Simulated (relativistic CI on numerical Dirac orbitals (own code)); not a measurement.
# Radial parameters of I30+

Method of calculation: Dirac-Coulomb-Breit CI, orbitals from a KLI potential per configuration, QED by a radiative potential, unscaled Slater integrals (own radial code, finite nucleus).

Slater integrals F^k, G^k are unscaled and averaged over j, outside the closed core [Ne]; ζ comes from projecting the Hamiltonian with its Breit term on Σ l·s of the shell.

- 3s2 3p6 3d5: F^2(3d,3d) = 386960, F^4(3d,3d) = 249320, ζ(3d) = 44175 cm⁻¹; <r>(3d) = 0.2626, <r^2>(3d) = 0.08025 (bohr units).
- 3s2 3p5 3d6: ζ(3p) = 343370, F^2(3d,3d) = 386100, F^4(3d,3d) = 248740, F^2(3p,3d) = 340170, G^1(3p,3d) = 370480, G^3(3p,3d) = 245000, ζ(3d) = 43623 cm⁻¹; <r>(3p) = 0.292, <r^2>(3p) = 0.09853, <r>(3d) = 0.2631, <r^2>(3d) = 0.08057 (bohr units).
- 3s2 3p4 3d7: F^2(3p,3p) = 339120, ζ(3p) = 343050, F^2(3d,3d) = 385230, F^4(3d,3d) = 248150, F^2(3p,3d) = 339750, G^1(3p,3d) = 370440, G^3(3p,3d) = 244840, ζ(3d) = 43076 cm⁻¹; <r>(3p) = 0.2924, <r^2>(3p) = 0.09876, <r>(3d) = 0.2636, <r^2>(3d) = 0.0809 (bohr units).

Question: Give the Racah parameters of the d shell in 3s2 3p6 3d5.

Answer: B = F²/49 − 5F⁴/441 = 5070 cm⁻¹ and C = 35F⁴/441 = 19787 cm⁻¹.

Averages of the first 10 configurations, taken without configuration mixing, which lowers the lowest level and can move excited configurations by several eV; other configurations of the list can lie among them:

```json
{"Configuration": "3s2 3p6 3d5", "Parity": "even", "States": "252", "Average energy above the lowest level (eV)": "40.6"}
{"Configuration": "3s2 3p5 3d6", "Parity": "odd", "States": "1260", "Average energy above the lowest level (eV)": "279.0"}
{"Configuration": "3s2 3p4 3d7", "Parity": "even", "States": "1800", "Average energy above the lowest level (eV)": "522.6"}
{"Configuration": "3s 3p6 3d6", "Parity": "even", "States": "420", "Average energy above the lowest level (eV)": "458.2"}
{"Configuration": "3p6 3d7", "Parity": "even", "States": "120", "Average energy above the lowest level (eV)": "883.0"}
{"Configuration": "3s 3p5 3d7", "Parity": "odd", "States": "1440", "Average energy above the lowest level (eV)": "695.4"}
{"Configuration": "3s2 3p6 3d4 4s", "Parity": "even", "States": "420", "Average energy above the lowest level (eV)": "768.5"}
{"Configuration": "3s2 3p6 3d4 4p", "Parity": "odd", "States": "1260", "Average energy above the lowest level (eV)": "833.7"}
{"Configuration": "3s2 3p6 3d4 4d", "Parity": "even", "States": "2100", "Average energy above the lowest level (eV)": "922.5"}
{"Configuration": "3s2 3p5 3d5 4s", "Parity": "odd", "States": "3024", "Average energy above the lowest level (eV)": "1000.5"}
```
